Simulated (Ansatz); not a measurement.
Two structures of ZnH₄SO₂, closed shell, reached by relaxing down either side of one saddle point (PBE0-D4/def2-TZVP). Energies are electronic, without zero-point energy. Computed with Ansatz 0.2.0 (basis: def2-TZVPP and def2-QZVPP); correlated methods freeze the cores. The 3s and 3p shells of Cu and Zn are frozen; filled d shells are correlated. Extrapolation: Hartree–Fock as exp(−7.88 √X), correlation as X^−2.97. First:

```xyz
8
angstrom
Zn -0.1892 -0.4773 -0.7046
O 0.7064 -1.5210 0.4641
O -1.2000 0.1033 -2.0594
H 1.0403 0.3312 1.5310
S 0.6073 1.4908 0.9890
H 0.7486 -2.4563 0.2605
H -1.1772 1.0545 -2.1740
H -0.5359 1.4747 1.6933
```

Second:

```tsv
atom	x (Å)	y (Å)	z (Å)
Zn1	-0.2225	0.7167	-0.2207
O2	0.3065	-1.2771	0.5665
O3	-0.4654	-0.3408	-1.6837
H4	1.2153	-1.5101	0.7728
S5	-0.0324	2.4059	1.1272
H6	0.1160	-1.5995	-0.3345
H7	-0.9473	-0.0122	-2.4411
H8	0.0298	1.6172	2.2135
```

Which bonds change from the first to the second?

ZnH₂O₂ ([OH][Zn][OH]) + H₂S → ZnH₂SO ([OH][Zn][SH]) + H₂O (still joined by a long Zn–O bond); bonds formed: O2–H4; dative contacts that become bonds: Zn1–S5; bonds broken: H4–S5; bonds weakened to dative contacts: Zn1–O2.

Give the saddle point's structure and its height above each. (Judge from chemistry; the value comes from the calculation.)

Computed: 6.06 kcal/mol above the first and 26.87 kcal/mol above the second (CCSD(T) at an estimated basis limit (MP2 extrapolated from triple and quadruple zeta, plus CCSD(T) − MP2 in triple zeta)).
```
8
angstrom
Zn -0.2559 -0.1756 -0.6468
O 0.5117 -1.3315 0.6238
O -1.1579 0.0594 -2.1760
H 0.9162 -0.1074 1.2146
S 0.7003 1.3696 1.0861
H 0.9702 -2.1566 0.4546
H -1.2805 0.9816 -2.4068
H -0.4041 1.3605 1.8504
```

No T1 diagnostic of these runs exceeds 0.016.

Labels in which every atom is bracketed show which atoms are joined, not bond orders.

For scale, one of the runs: CCSD(T)/def2-TZVPP, 224 basis functions, launched by `ansatz run in.yaml --threads 8 --pin off --events-out ev --progress --plain --max-ram 19148MiB`. The run took 84 s on 8 CPU threads of an AMD EPYC 7R43 (shared host), with 3.6 GiB of host memory at its peak.
